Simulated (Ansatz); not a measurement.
Cost and result for the atomization energy of `F[SiH2][S][GeH3]` (9 atoms, 8 bonds).

```xyz
9

F     0.1235   -1.9429   -1.1799
Si   -0.8883   -0.7034   -1.1875
S    -1.2573    0.0043    0.7634
Ge    0.7953    0.7422    1.2574
H    -2.1855   -1.1639   -1.7284
H    -0.2557    0.3354   -2.0317
H     1.4737    1.2053   -0.0397
H     1.5965   -0.3869    1.9160
H     0.5978    1.9098    2.2303
```

Charge 0, multiplicity 1. Correlated methods include outer-core shells of Ge, which these sets cover unevenly. Scalar relativity is left out up to krypton. Geometry: relaxed with PBE0-D4/def2-TZVP. It is one conformer, not always the lowest. Program: Ansatz. All runs use 4 threads of an Arm Neoverse V1 on a shared host. Times are those of one run each, without the atoms' runs, and a repeat can differ threefold. Electronic energies, without spin–orbit coupling; frozen cores. CCSD(T)/CBS adds CCSD(T) − MP2 in def2-TZVPP to the MP2 limit, and its time is that of the two runs behind it. T1 = 0.012. With those shells the extrapolation isn't a true limit. B3LYP takes the VWN-RPA correlation (the form of Gaussian; ORCA's B3LYP/G).

CCSD(T)/CBS is a level of theory with its own doubt, some kJ/mol a heavy atom from the limit and from the frozen cores, so smaller differences don't rank the functionals.

| level | functions | wall time | atomization (kcal/mol) | difference from CCSD(T)/CBS | per bond |
| --- | --- | --- | --- | --- | --- |
| LDA (SPW92)/def2-TZVPP | 233 | 1.4 s | 742.6 | 77.6 | 9.7 |
| PBE-D4/def2-TZVPP (with forces) | 233 | 2.8 s | 656.7 | -8.3 | -1.0 |
| PBE0-D4/def2-TZVPP | 233 | 5.5 s | 651.2 | -13.8 | -1.7 |
| BHLYP-D4/def2-TZVPP | 233 | 6 s | 644.8 | -20.2 | -2.5 |
| CCSD(T)/def2-SVP | 107 | 6.5 s | 608.3 | -56.7 | -7.1 |
| B3LYP-D4/def2-TZVPP (with forces) | 233 | 7.5 s | 655.1 | -9.9 | -1.2 |
| r2SCANh-D4/def2-TZVPP | 233 | 8 s | 658.9 | -6.1 | -0.8 |
| PBE-QIDH/def2-TZVPP | 233 | 8.5 s | 653.3 | -11.7 | -1.5 |
| ωB97X-V/def2-TZVPP | 233 | 11 s | 667.1 | 2.1 | 0.3 |
| ωB97M-V/def2-TZVPP (with forces) | 233 | 16 s | 660.6 | -4.4 | -0.5 |
| MP2/def2-QZVPP | 436 | 28 s | 662.2 | -2.8 | -0.4 |
| CCSD(T)/def2-TZVPP | 233 | 2.9 min | 647.4 | -17.6 | -2.2 |
| CCSD(T)/CBS(def2) | – | 3.3 min | 665.0 | 0.0 | 0.0 |

From PBE to PBE0 (25 % exact exchange), in def2-TZVPP and without D4, the atomization energy moves by −4.7 kcal/mol: exact exchange takes away binding that semilocal exchange gives to molecules. At CCSD(T), def2-SVP lies −56.8 kcal/mol from the extrapolated value and def2-TZVPP −17.6 kcal/mol: correlation converges slowly with the basis, and small sets miss more of it in the bonded molecule than in its fragments. The D4 term adds +8.6 kcal/mol with B3LYP and +4.5 kcal/mol with PBE0; it sums over pairs of atoms, weighted by their polarisabilities, and B3LYP, whose exchange is more repulsive, gets the larger term.

For some Ge, Se and Sn compounds the MP2-based and the directly extrapolated limit differ by 10 to 25 kJ/mol.
